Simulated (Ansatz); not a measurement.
HfSe2. The state is a singlet with charge 0. Geometry PBE-D4/def2-TZVP, basis def2-TZVP, Ansatz.

```xyz
3

Hf   -0.565   -1.595   -1.578
Se    0.016    0.030    0.020
Se    0.549    1.565    1.558
```

| run | HOMO (eV) | LUMO (eV) |
| --- | --- | --- |
| A | -5.57 | -3.66 |
| B | -5.89 | -3.12 |
| C | -5.11 | -4.02 |
| D | -5.29 | -4.02 |
| E | -6.79 | -2.12 |

In the def2 sets Hf takes a core potential; there is no spin–orbit coupling. No other spin state of charge 0 was run. Another isomer (singlet) lies 3.37 eV lower at PBE0-D4/def2-TZVP; other spin states weren't run for this one.

Problem. The runs used CAM-B3LYP, PBE, PBE0, r2SCAN, r2SCANh. Estimate which is which.

Solution. A r2SCANh (10 % exact exchange); B PBE0 (25 % exact exchange); C PBE (0 % exact exchange); D r2SCAN (0 % exact exchange); E CAM-B3LYP (range-separated). Exact exchange lowers occupied and raises empty levels; among semilocal functionals meta-GGAs tend to open the gap a little, and such runs are hard to tell apart. The gap grows from 1.10 eV (PBE) to 4.67 eV (CAM-B3LYP). The restricted singlet is unstable towards broken spin symmetry in Hartree–Fock (as tested in another run); at r2SCANh-D4/def2-TZVP, PBE0-D4/def2-TZVP, PBE-D4/def2-TZVP, r2SCAN-D4/def2-TZVP and others this wasn't settled.
